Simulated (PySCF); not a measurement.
# Fractional electron number in Co²⁺ (cobalt, charge +2)

The 3d beta orbital of [Ar] 3d7 is emptied in steps (occupation f), with all orbitals relaxed, ending at [Ar] 3d6. All numbers are calculated (PySCF 2.14, the non-relativistic Hamiltonian (point nucleus), in aug-pcseg-2 (7s5p4d3f2g, 81 functions)). The exact energy is a straight line in f; departures are measured from the line between the end points of the same method.

```
  f  BHandHLYP (eV)  wB97X (eV)  M06-2X (eV)
  1           0.000       0.000        0.000
0.9          -0.242      -0.269       -0.240
0.7          -0.575      -0.636       -0.572
0.5          -0.696      -0.766       -0.696
0.3          -0.594      -0.650       -0.599
0.1          -0.259      -0.280       -0.264
  0           0.000       0.000        0.000
```

For BHandHLYP, how does the orbital energy at f = 1 compare with the removal energy?

−ε = 30.886 eV against a total-energy difference of 33.546 eV. By Janak's theorem ε = ∂E/∂f, so the gap between them reflects the curvature. Along the path −ε is 31.373 (f = 0.9), 32.401 (f = 0.7), 33.488 (f = 0.5), 34.630 (f = 0.3), 35.824 (f = 0.1) eV.

| method | E(f=0) − E(f=1) (eV) | −ε at f=1 (eV) | −ε at f=0.5 (eV) |
| --- | --- | --- | --- |
| BHandHLYP | 33.546 | 30.886 | 33.488 |
| wB97X | 33.819 | 30.852 | 33.777 |
| M06-2X | 33.485 | 30.842 | 33.408 |

Reference removal energy between the ground levels: 33.5 ± 0.06 eV (semi-empirical (NIST evaluation); NIST Atomic Spectra Database, ionization energies). The calculation has no spin-orbit coupling. The determinant left behind need not be the lowest term of the ion.
